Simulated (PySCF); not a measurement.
C₄H₇BO, SMILES B1(C)OC(=C)C1.

Geometry: B3LYP-D3(BJ)/def2-SVP. This is a generated structure with no PubChem entry under its InChIKey; it may be hypothetical.

Vertical ionisation energy (IE) and electron affinity (EA) in eV. Rows of orbital energies are one-electron estimates. Where ΔSCF, EOM or ADC give a negative EA the extra electron is unbound and the value depends on the basis.

```csv
level,IE,EA
"−ε(HOMO), −ε(LUMO), CAM-B3LYP/def2-TZVP (PySCF)",8.36,-1.20
"−ε(HOMO), −ε(LUMO), PBE/def2-TZVP (PySCF)",5.89,0.97
```
